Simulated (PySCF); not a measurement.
Compound: [Pt(PF3)Cl3]- (charge -1 and singlet state).
Bonds: Pt1–P2, Pt1–Cl6, Pt1–Cl7, Pt1–Cl8, P2–F3, P2–F4, P2–F5.

Computed by this run: PySCF, PBE0-D3(BJ)/def2-SVP geometry optimisation, gas phase, def2 core potentials past Kr; density fitting, grid level 1; the optimiser is geomeTRIC in internal coordinates, started from a GFN2-xTB structure with every atom displaced at random (about 0.03 Å).

Geometry at step 1:
```
atom  x, y, z in Å
Pt1    -1.1622    0.0358   -0.0421
P2      1.0074   -0.0546   -0.1290
F3      1.9773    1.1002   -0.6694
F4      1.9967   -1.2143   -0.7240
F5      1.6805   -0.1137    1.2962
Cl6    -1.1925    2.3993   -0.1839
Cl7    -3.4112   -0.0469    0.1752
Cl8    -0.7578   -2.1915    0.1933
```

Q: What forces act on the atoms?

A: 
```tsv
atom	Fx (eV/Å)	Fy (eV/Å)	Fz (eV/Å)
Pt1	1.508	1.466	-0.772
P2	1.924	-0.331	-0.243
F3	-0.707	0.235	-0.183
F4	-1.459	0.570	0.004
F5	-0.043	-0.019	0.829
Cl6	-0.102	-0.267	-0.041
Cl7	-0.798	-0.129	0.191
Cl8	-0.323	-1.524	0.214
```

The largest, 2.24 eV/Å, acts on Pt1; the rms over all components is 0.813 eV/Å. The forces sum to zero within rounding, as they must for an isolated molecule in no field.

Q: Give the force on Pt1 in Eh/bohr and in nN.

A: 2.240 eV/Å ÷ 51.422 = 0.04356 Eh/bohr, and 2.240 eV/Å × 1.602 = 3.59 nN.

Q: How far is this geometry from the end of the optimisation?

A: 0.404 eV above it, and 0.202 Å rms away after alignment. The bonds farthest from their final lengths, with half the difference of the two atoms' forces along the bond (positive lengthens):

| bond | now (Å) | final (Å) | force along bond (eV/Å) |
| --- | --- | --- | --- |
| Pt1–Cl8 | 2.276 | 2.355 | +1.35 |
| Pt1–Cl7 | 2.261 | 2.327 | +1.22 |
| P2–F4 | 1.636 | 1.586 | -1.39 |
| Pt1–P2 | 2.173 | 2.133 | +0.23 |
| Pt1–Cl6 | 2.368 | 2.336 | -0.88 |
| P2–F3 | 1.602 | 1.585 | -0.60 |

The angle farthest from its final value is Pt1–P2–F4, 130.4° against 120.0°.

Of the 6 listed bonds off by 0.010 Å or more, this force points towards the final length in 5.

What follows is the cost of the whole optimisation. Hardware: one thread of an Intel Xeon 6975P-C, on a shared host. Cost: 2.0 min of wall time, 0.64 GiB resident at most.
